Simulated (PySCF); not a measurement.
## Basis-set dependence of population analyses: `[SiH3][GeH2][CH]1CC1`

Species: C3H10GeSi.
Atom-mapped SMILES: `[SiH3:1][GeH2:2][CH:3]1[CH2:4][CH2:5]1` (hydrogens: H6, H7, H8 on Si1; H9, H10 on Ge2; H11 on C3; H12, H13 on C4; H14, H15 on C5)

Cartesian coordinates in Å at the PBE0-D3(BJ)/def2-SVP level; atoms count from 1:
```xyz
15
C3H10GeSi angstrom
Si     2.6999   -0.3527    0.0451
Ge     0.6613    0.1211   -1.0948
C     -0.7088    0.6600    0.1746
C     -1.4301   -0.3796    0.9922
C     -2.1628    0.3611   -0.0809
H      3.7504   -0.8452   -0.8987
H      2.4659   -1.4010    1.0866
H      3.2109    0.8798    0.7225
H      0.8816    1.2227   -2.1543
H      0.1560   -1.1486   -1.8165
H     -0.5002    1.6058    0.6863
H     -1.1948   -1.4352    0.8215
H     -1.6565   -0.1427    2.0355
H     -2.4311   -0.1825   -0.9922
H     -2.8976    1.1140    0.2178
```

PBE0 throughout (PySCF), one geometry, spherical d and f functions. Geometry: PBE0-D3(BJ)/def2-SVP, one conformer, isolated molecule. The calculation is non-relativistic, for germanium too. Atoms taken as equivalent share a column and are averaged. The first 7 of 9 kinds of atom are listed.

Mulliken charges (e):

```csv
basis,functions,Si1,Ge2,C3,C4/C5,H6/H7/H8,H9/H10,H11
STO-3G,52,+0.390,+0.270,-0.219,-0.176,-0.113,-0.079,+0.078
6-31G,87,+0.205,+0.374,-0.413,-0.347,-0.090,-0.066,+0.194
6-31G*,112,+0.162,-0.026,-0.238,-0.372,-0.054,+0.029,+0.192
cc-pVDZ,137,+0.078,+0.207,-0.255,-0.053,-0.032,-0.044,+0.047
def2-SVP,142,+0.169,+0.249,-0.327,-0.076,-0.056,-0.058,+0.076
def2-TZVP,238,-0.020,+0.095,-0.212,-0.224,-0.012,+0.002,+0.125
```

IAO charges (e):

```csv
basis,functions,Si1,Ge2,C3,C4/C5,H6/H7/H8,H9/H10,H11
STO-3G,52,+0.359,+0.512,-0.391,-0.269,-0.121,-0.121,+0.131
6-31G,87,+0.142,+0.353,-0.367,-0.288,-0.058,-0.068,+0.155
6-31G*,112,+0.274,+0.330,-0.359,-0.275,-0.093,-0.070,+0.148
cc-pVDZ,137,+0.264,+0.357,-0.365,-0.278,-0.091,-0.079,+0.149
def2-SVP,142,+0.279,+0.360,-0.362,-0.269,-0.095,-0.081,+0.145
def2-TZVP,238,+0.296,+0.368,-0.376,-0.287,-0.100,-0.082,+0.153
```

Hirshfeld charges (e):

```json
{"basis": "STO-3G", "functions": "52", "Si1": "+0.272", "Ge2": "+0.201", "C3": "-0.090", "C4/C5": "-0.051", "H6/H7/H8": "-0.081", "H9/H10": "-0.066", "H11": "+0.015"}
{"basis": "6-31G", "functions": "87", "Si1": "+0.170", "Ge2": "+0.227", "C3": "-0.126", "C4/C5": "-0.078", "H6/H7/H8": "-0.066", "H9/H10": "-0.074", "H11": "+0.046"}
{"basis": "6-31G*", "functions": "112", "Si1": "+0.186", "Ge2": "+0.188", "C3": "-0.117", "C4/C5": "-0.078", "H6/H7/H8": "-0.068", "H9/H10": "-0.064", "H11": "+0.048"}
{"basis": "cc-pVDZ", "functions": "137", "Si1": "+0.202", "Ge2": "+0.232", "C3": "-0.121", "C4/C5": "-0.084", "H6/H7/H8": "-0.073", "H9/H10": "-0.074", "H11": "+0.043"}
{"basis": "def2-SVP", "functions": "142", "Si1": "+0.209", "Ge2": "+0.232", "C3": "-0.122", "C4/C5": "-0.085", "H6/H7/H8": "-0.075", "H9/H10": "-0.074", "H11": "+0.043"}
{"basis": "def2-TZVP", "functions": "238", "Si1": "+0.202", "Ge2": "+0.239", "C3": "-0.132", "C4/C5": "-0.093", "H6/H7/H8": "-0.074", "H9/H10": "-0.071", "H11": "+0.046"}
```

Question: Which scheme is steadiest as the basis changes?

Answer: Largest range over the bases for any column: Hirshfeld 0.10 e, IAO 0.22 e, Mulliken 0.41 e. Hirshfeld charges move least and Mulliken charges most, counted in e. Without the minimal STO-3G basis the ranges are Hirshfeld 0.05, IAO 0.15, Mulliken 0.40 e.

Question: How much do the charges still move between the two largest bases, def2-SVP and def2-TZVP?

Answer: At most, over all atoms: Mulliken 0.189 e, IAO 0.018 e, Hirshfeld 0.011 e.

Question: What do the same runs give for the total energy, the frontier levels and the dipole moment?

Answer: 
```json
{"basis": "STO-3G", "energy (Eh)": "-2457.6453", "HOMO (eV)": "-5.17", "LUMO (eV)": "6.05", "μ (D)": "0.22"}
{"basis": "6-31G", "energy (Eh)": "-2485.8260", "HOMO (eV)": "-7.64", "LUMO (eV)": "0.86", "μ (D)": "0.99"}
{"basis": "6-31G*", "energy (Eh)": "-2485.9520", "HOMO (eV)": "-7.53", "LUMO (eV)": "0.75", "μ (D)": "0.96"}
{"basis": "cc-pVDZ", "energy (Eh)": "-2486.2304", "HOMO (eV)": "-7.61", "LUMO (eV)": "0.65", "μ (D)": "0.90"}
{"basis": "def2-SVP", "energy (Eh)": "-2485.8245", "HOMO (eV)": "-7.69", "LUMO (eV)": "0.61", "μ (D)": "0.92"}
{"basis": "def2-TZVP", "energy (Eh)": "-2486.3105", "HOMO (eV)": "-7.67", "LUMO (eV)": "0.39", "μ (D)": "0.88"}
```

The dipole is fixed by the density alone, so its range of 0.77 D shows that the density itself changes with the basis, not only its division among atoms.
